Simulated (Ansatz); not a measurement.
Consider the ligand exchange at the Si–N bond: `F[SiH](F)N[SiH](Cl)Cl` + `O[SiH2]S` → `O[SiH2]S[SiH](Cl)Cl` + `N[SiH](F)F`.

Program: Ansatz. Geometries: PBE0-D4/def2-TZVP. ΔE: electronic, gas phase. CCSD(T)/CBS adds triple-zeta CCSD(T) − MP2 to the extrapolated MP2 energy (def2 sets, frozen cores). This one scheme is used for every species. DFT in def2-TZVPP. One conformer a species, not always the lowest.

`F[SiH](F)N[SiH](Cl)Cl`:

Z-matrix (Å, degrees):
```
Si
F 1 1.586
N 1 1.708 2 105.6
F 1 1.583 2 107.3 3 118.9
H 1 1.466 2 109.7 3 -124.4
Si 3 1.706 1 130.0 2 -177.1
H 3 1.013 1 114.2 2 2.7
Cl 6 2.041 3 110.6 1 124.3
Cl 6 2.039 3 106.3 1 4.6
H 6 1.472 3 114.0 1 -115.6
```

`O[SiH2]S`:

Cartesian coordinates in Å:
```
O -1.379 -0.378 -0.462
Si 0.212 0.026 -0.496
S 1.124 0.051 1.432
H -1.618 -1.178 0.010
H 1.036 -0.958 -1.241
H 0.241 1.361 -1.130
H 0.384 1.077 1.888
```

`O[SiH2]S[SiH](Cl)Cl`:

```xyz
10

O    -2.189   -0.714   -0.345
Si   -0.701   -1.353   -0.132
S     0.809   -0.381   -1.325
Si    1.293    1.108    0.079
Cl   -0.388    2.136    0.683
Cl    2.577    2.417   -0.804
H    -2.297    0.216   -0.131
H    -0.252   -1.265    1.281
H    -0.767   -2.746   -0.612
H     1.915    0.583    1.306
```

`N[SiH](F)F`:

Z-matrix (Å, degrees):
```
Si
F 1 1.586
F 1 1.591 2 104.6
N 1 1.684 2 108.1 3 122.7
H 1 1.470 2 111.4 3 -115.3
H 4 1.006 1 121.4 2 160.3
H 4 1.007 1 122.6 2 -42.8
```

(1) Is it downhill or uphill in electronic energy at CCSD(T)/CBS, and by how much? (Estimate.)

(2) What do these levels give: PBE-D4, r2SCAN-D4, ωB97M-V, CCSD/def2-TZVPP, CCSD(T)/def2-TZVPP, MP2/def2-QZVPP? (Estimate.)

Largest T1 diagnostic among the species: 0.011.

## Answers

(1) The calculation gave: Nearly level: ΔE = 0.00 eV.

(2) Computed: PBE-D4 -0.11, r2SCAN-D4 -0.03, ωB97M-V 0.00, CCSD/def2-TZVPP 0.09, CCSD(T)/def2-TZVPP 0.05, MP2/def2-QZVPP -0.04 eV.

From PBE to PBE0 (25 % exact exchange), in def2-TZVPP and without D4, ΔE moves by +0.03 eV. The D4 term adds −0.05 eV with B3LYP and −0.02 eV with PBE0; it sums over pairs of atoms, weighted by their polarisabilities, and B3LYP, whose exchange is more repulsive, gets the larger term.

B3LYP here is the variant with VWN-RPA as its local correlation; programs differ in this.
